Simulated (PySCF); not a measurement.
Numbering as in the mapped SMILES `[CH3:1][CH:2]([CH3:3])[Si@@H:4]([NH2:5])[C:6]([CH3:7])([CH3:8])[CH3:9]`; H(Xn) means a hydrogen on atom n.

Computational details: structure optimised with PBE0-D3(BJ)/def2-SVP, shielding tensors at B3LYP/pcSseg-1 (GIAO), in PySCF (fast rotation and ring inversion assumed for equivalent nuclei, a single conformation, no solvent, no relativistic terms).

Chemical shifts δ = σref − σ; 13C, 1H, 29Si against TMS; 15N vs NH3, all at this level.

```
            atoms  nucleus  count  δ (ppm)
            H(C2)       1H      1     0.72
            H(C3)       1H      3        ?
           H(Si4)       1H      1     4.30
            H(N5)       1H      2        ?
H(C7)/H(C8)/H(C9)       1H      9     0.96
         C7/C8/C9      13C      3        ?
               C2      13C      1        ?
               C1      13C      1     19.7
            H(C1)       1H      3     1.09
               C6      13C      1     20.0
               C3      13C      1     22.5
               N5      15N      1      8.5
              Si4     29Si      1      5.3
```

**Question.** Complete the table.

**Answer.** 
- C7/C8/C9: 27.7 ppm, methyl carbon; a saturated carbon with 1 carbon neighbour and no heteroatom attached
- C2: 14.4 ppm, sp3 CH bonded to Si
- H(C3): 1.08 ppm, hydrogen on a methyl carbon
- H(N5): -0.11 ppm, hydrogen on a nitrogen bonded to Si; exchangeable, gas-phase position

OH/NH shifts are gas-phase values; hydrogen bonding in solution moves them, usually downfield. Shifts are as computed. Against solution values, carbons near 30 ppm lie about +2 ppm off and those near 130 ppm about +6 ppm. Of 1309 compounds with measured shifts, 239 miss one by over three times the rms of a fit or turn the order of signals round; such compounds aren't used in these exercises. Experimental scales use liquid or dissolved standards, which lie at an offset from isolated NH3 (liquid NH3: subtract about 20 ppm).
